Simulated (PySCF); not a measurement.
Telling isomers of C9H14O apart by NMR

Computational details: GFN2-xTB structure, NMR shieldings at PBE0/pcSseg-1/GIAO, in PySCF (averaged over atoms made equivalent by symmetry, fast rotation or ring inversion, isolated molecule, one computed conformer, non-relativistic Hamiltonian).

References, each an isolated molecule treated in the same way: ¹H and ¹³C against TMS. Where no couplings were computed, multiplicities follow the n + 1 count of equivalent neighbours, and m marks all less simple cases (inequivalent or close neighbours, rings, F or P nearby). Shifts are as computed. Against solution values, carbons near 30 ppm lie about +3 ppm off and those near 130 ppm about +5 ppm. Of 1211 compounds with measured shifts, 218 miss one by over three times the rms of a fit or turn the order of signals round; such compounds aren't used in these exercises.

(1) Tabulate the signals of `O=C[C@@H]1C[C@H]2CC[C@@H](C1)C2`, `CC1=CC(=O)CC(C)(C)C1` and their relative energies.

(2) What is the quickest way to tell O=C[C@@H]1C[C@H]2CC[C@@H](C1)C2 from CC1=CC(=O)CC(C)(C)C1?

## Answers

(1) 
```tsv
SMILES	carbon types	δC	δH	E rel. (kcal/mol)
O=C[C@@H]1C[C@H]2CC[C@@H](C1)C2	4×CH 5×CH2	208.4, 47.8, 41.2, 37.4, 34.7, 31.5	9.57 (d, 1H), 2.24 (m, 2H), 2.16 (m, 1H), 1.86 (m, 2H), 1.59 (m, 1H), 1.53 (m, 2H), 1.42 (m, 2H), 1.37 (m, 2H), 1.25 (m, 1H)	1.3
CC1=CC(=O)CC(C)(C)C1	3×C 1×CH 2×CH2 3×CH3	201.5, 166.5, 132.7, 54.3, 48.3, 36.4, 29.5, 28.2	6.13 (s, 1H), 2.08 (s, 2H), 2.06 (s, 3H), 2.02 (s, 2H), 1.02 (s, 6H)	0.0
```

Energies are electronic energies at PBE0/pcSseg-1 on these geometries, without zero-point or thermal terms, each for the one conformer computed, which needn't be the lowest.

(2) Count the carbon signals: 6 against 8. The first has an aldehyde carbonyl carbon (CH) at 208.4 ppm, the second a ketone carbonyl carbon (C) at 201.5 ppm. In the proton spectra the most deshielded non-exchanging signals are 9.57 (d, 1H) and 6.13 (s, 1H).
